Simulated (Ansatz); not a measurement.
One change: `[F][Sn]([F])([F])[Cl]` becomes `[F][Sn]([F])([Cl])[I]`.

Ansatz, PBE0-D4/def2-TZVP geometries, multiplicity 1. 

Elements past krypton have def2 core potentials.

```
                                                                                  property  `[F][Sn]([F])([F])[Cl]`
                                                     LUMO energy (ωB97M-V/def2-TZVPP) / eV                    -1.24
                                                       HOMO–LUMO gap (PBE/def2-TZVPP) / eV                     4.73
                                        size of the dipole moment (ωB97M-V/def2-TZVPP) / D                     1.54
                                                       LUMO energy (B3LYP/def2-TZVPP) / eV                    -3.76
                                                     HOMO–LUMO gap (B3LYP/def2-TZVPP) / eV                     6.58
ideal-gas entropy at 298 K and 1 bar (rigid rotor, harmonic PBE0-D4/def2-TZVP) / J/(mol·K)                      347
```

**Question.** What does the change do to each property? (An estimate is asked.)

**Answer.** Computed: 
```
                                                                                  property  `[F][Sn]([F])([Cl])[I]`  shift
                                                     LUMO energy (ωB97M-V/def2-TZVPP) / eV                    -1.40  -0.16
                                                       HOMO–LUMO gap (PBE/def2-TZVPP) / eV                     3.43  -1.30
                                        size of the dipole moment (ωB97M-V/def2-TZVPP) / D                     2.68   1.14
                                                       LUMO energy (B3LYP/def2-TZVPP) / eV                    -3.69   0.07
                                                     HOMO–LUMO gap (B3LYP/def2-TZVPP) / eV                     4.93  -1.65
ideal-gas entropy at 298 K and 1 bar (rigid rotor, harmonic PBE0-D4/def2-TZVP) / J/(mol·K)                      387     40
```

Dipoles are sizes alone; their direction can turn.

B3LYP here is the variant with VWN-RPA as its local correlation; programs differ in this.

Spin–orbit coupling is left out; it splits and shifts lone-pair levels of the heavy atoms by tenths of an eV.
